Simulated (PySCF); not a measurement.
F₄Te, charge +1, doublet, geometry from GFN2-xTB (a state made from the parent by changing its charge; the spin is typed, not shown lowest) (core potentials on Te); WB97X-V/def2-SVP in PySCF.

The PySCF input:
```python
from pyscf import gto, scf, dft

mol = gto.Mole()
mol.atom = '''
    Te   -0.01061858    0.00295013    0.28505227
    F     1.14851292    1.60409032    0.11390780
    F     1.18532124   -0.83746182   -0.85961877
    F    -1.15503896   -1.60227721    0.06128147
    F    -1.11744340    0.81860351   -0.96253919
'''
mol.basis = 'def2-svp'
mol.ecp = {'Te': 'def2-svp'}
mol.charge = 1
mol.spin = 1
mol.verbose = 4
mol.build()

mf = dft.UKS(mol)
mf.xc = 'wb97x_v'
mf.grids.atom_grid = (99, 590)
mf.grids.prune = None
mf.kernel()
```

What the program printed (banner, timings and long lists left out):

```
PySCF version 2.14.0

[INPUT] verbose = 4
[INPUT] num. atoms = 5
[INPUT] num. electrons = 59
[INPUT] charge = 1
[INPUT] spin (= nelec alpha-beta = 2S) = 1
[INPUT] symmetry False subgroup None
[INPUT] Mole.unit = angstrom
[INPUT] Symbol           X                Y                Z      unit          X                Y                Z       unit  Magmom
[INPUT]  1 Te    -0.010618580000   0.002950130000   0.285052270000 AA   -0.020066208032   0.005574937732   0.538670721486 Bohr   0.0
[INPUT]  2 F      1.148512920000   1.604090320000   0.113907800000 AA    2.170374869325   3.031291383866   0.215254545452 Bohr   0.0
[INPUT]  3 F      1.185321240000  -0.837461820000  -0.859618770000 AA    2.239932513230  -1.582573479580  -1.624444046835 Bohr   0.0
[INPUT]  4 F     -1.155038960000  -1.602277210000   0.061281470000 AA   -2.182707297602  -3.027865102532   0.115805194811 Bohr   0.0
[INPUT]  5 F     -1.117443400000   0.818603510000  -0.962539190000 AA   -2.111661985703   1.546936438508  -1.818935453261 Bohr   0.0

nuclear repulsion = 329.533454426407
number of shells = 34
number of NR pGTOs = 157
number of NR cGTOs = 82
basis = def2-svp
ecp = {'Te': 'def2-svp'}

******** <class 'pyscf.dft.uks.UKS'> ********
method = UKS
initial guess = minao
damping factor = 0
level_shift factor = 0
DIIS = <class 'pyscf.scf.diis.CDIIS'>
diis_start_cycle = 1
diis_space = 8
diis_damp = 0
SCF conv_tol = 1e-09
SCF conv_tol_grad = None
SCF max_cycles = 50
direct_scf = True
direct_scf_tol = 1e-13
number electrons alpha = 30  beta = 29
XC library pyscf.dft.libxc version 7.1.2
    S. Lehtola, C. Steigemann, M. J. T. Oliveira, and M. A. L. Marques,  SoftwareX 7, 1–5 (2018)
XC functionals = wb97x_v
    N. Mardirossian and M. Head-Gordon,  Phys. Chem. Chem. Phys. 16, 9904–9924 (2014)
radial grids:
    Treutler-Ahlrichs [JCP 102, 346 (1995); DOI:10.1063/1.469408] (M4) radial grids

becke partition: Becke, JCP 88, 2547 (1988); DOI:10.1063/1.454033
pruning grids: None
grids dens level: 3
symmetrized grids: False
atomic radii adjust function: <function treutler_atomic_radii_adjust>
User specified grid scheme (99, 590)
** Following is NLC and NLC Grids **
NLC functional = wb97x_v
radial grids:
    Treutler-Ahlrichs [JCP 102, 346 (1995); DOI:10.1063/1.469408] (M4) radial grids

becke partition: Becke, JCP 88, 2547 (1988); DOI:10.1063/1.454033
pruning grids: <function nwchem_prune>
grids dens level: 3
symmetrized grids: False
atomic radii adjust function: <function treutler_atomic_radii_adjust>
small_rho_cutoff = 0
Set gradient conv threshold to 3.16228e-05
tot grids = 292056
tot grids = 79008
init E= -638.894223248871

cycle= 1 E= -665.762343611918  delta_E= -26.9  |g|= 1.47  |ddm|= 5.35
cycle= 2 E= -666.088487721697  delta_E= -0.326  |g|= 1.03  |ddm|= 2.63
cycle= 3 E= -666.405660124071  delta_E= -0.317  |g|= 0.334  |ddm|= 1.05
cycle= 4 E= -666.442222295396  delta_E= -0.0366  |g|= 0.0518  |ddm|= 0.221
cycle= 5 E= -666.443795856145  delta_E= -0.00157  |g|= 0.0356  |ddm|= 0.0694
cycle= 6 E= -666.444533966435  delta_E= -0.000738  |g|= 0.011  |ddm|= 0.03
cycle= 7 E= -666.445204512379  delta_E= -0.000671  |g|= 0.00678  |ddm|= 0.0534
cycle= 8 E= -666.445542359544  delta_E= -0.000338  |g|= 0.00358  |ddm|= 0.0463
cycle= 9 E= -666.445659359177  delta_E= -0.000117  |g|= 0.00163  |ddm|= 0.0329
cycle= 10 E= -666.445682333993  delta_E= -2.3e-05  |g|= 0.000702  |ddm|= 0.017
cycle= 11 E= -666.445684212943  delta_E= -1.88e-06  |g|= 0.000414  |ddm|= 0.00391
cycle= 12 E= -666.445684544966  delta_E= -3.32e-07  |g|= 0.00027  |ddm|= 0.00122
cycle= 13 E= -666.445684688543  delta_E= -1.44e-07  |g|= 0.000153  |ddm|= 0.000785
cycle= 14 E= -666.445684760832  delta_E= -7.23e-08  |g|= 5.85e-05  |ddm|= 0.000911
cycle= 15 E= -666.445684762928  delta_E= -2.1e-09  |g|= 4.09e-05  |ddm|= 0.000136
cycle= 16 E= -666.445684766043  delta_E= -3.11e-09  |g|= 9.77e-06  |ddm|= 0.000147
cycle= 17 E= -666.445684766318  delta_E= -2.75e-10  |g|= 4.31e-06  |ddm|= 4.09e-05
Extra cycle  E= -666.44568476635  delta_E= -3.21e-11  |g|= 3.08e-06  |ddm|= 9.76e-06
converged SCF energy = -666.44568476635  <S^2> = 0.77836445  2S+1 = 2.0281661
```
